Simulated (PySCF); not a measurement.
## Indium: a sound run and one with changed settings

Sound run: In [Kr] 4d10 5s2 5p1, In⁺ [Kr] 4d10 5s2. Computed with PySCF 2.14 in cc-pVDZ-PP with ECP28MDF (4s3p2d, 23 functions), with a scalar-relativistic core potential. The sound run starts from symmetry-adapted Hartree-Fock orbitals and uses a fine grid where one is needed.

Changed run: basis STO-3G, all-electron and non-relativistic. This setting is unsound on purpose.

```
species  method  sound run (hartree)  changed run (hartree)  converged
     In     UHF           -189.20491            -5682.77739        yes
     In     PBE           -190.10989            -5684.11102        yes
     In  M06-2X           -190.04204            -5684.91636        yes
    In⁺     UHF           -189.01390            -5682.72828        yes
    In⁺     PBE           -189.90522            -5684.03005        yes
    In⁺  M06-2X           -189.84035            -5684.83308        yes
```

Ionisation energy of In:

```
method  sound run (eV)  changed run (eV)
   UHF           5.198             1.336
   PBE           5.569             2.203
M06-2X           5.488             2.266
```

A minimal basis cannot let orbitals breathe on ionisation and holds almost no correlation. The Hamiltonian changed with the basis, so the totals do not compare.

For comparison, NIST gives 5.786 eV between the lowest levels.
